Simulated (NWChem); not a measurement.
ZnICl; SMILES [Cl][Zn][I]

Results from NWChem. Structure relaxed at the PBE0/def2-SVP level. def2 effective core potentials on I; no spin-orbit coupling. Level SCAN/def2-SVP: energy and gradient on several grids; changes count from the extra-fine grid, which is no exact limit either.

| grid | size of the energy change (μHa) | largest change of a gradient component (μHa/bohr) |
|---|---|---|
| xcoarse | 5000 | 100 |
| coarse | 3000 | 80 |
| medium | 2000 | 100 |
| fine | 300 | < 30 |
| xfine | < 10 | < 30 |
